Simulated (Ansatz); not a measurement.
In5. The state is a doublet with charge 0. Geometry PBE0-D4/def2-SVP, basis def2-TZVP, Ansatz.

```tsv
atom	x (Å)	y (Å)	z (Å)
In1	-1.3273	-1.7665	0.2031
In2	0.1853	0.1992	-2.5040
In3	1.0141	-1.1188	1.8702
In4	1.4517	1.5407	0.6682
In5	-1.3238	1.1454	-0.2375
```

```csv
run,HOMO (eV),LUMO (eV)
A,-4.56,-3.04
B,-4.26,-3.96
C,-4.23,-3.54
D,-4.05,-3.65
```

In the def2 sets In takes a core potential; there is no spin–orbit coupling. The structure comes from a short search, and lower isomers may exist.

HOMO and LUMO are taken over both spins.

Task: The runs used LDA (SPW92), PBE, PBE0, r2SCAN. Estimate which is which.

Result: A PBE0 (25 % exact exchange); B LDA (SPW92) (0 % exact exchange); C r2SCAN (0 % exact exchange); D PBE (0 % exact exchange). Exact exchange lowers occupied and raises empty levels; among semilocal functionals meta-GGAs tend to open the gap a little, and such runs are hard to tell apart. The gap grows from 0.30 eV (LDA (SPW92)) to 1.52 eV (PBE0).
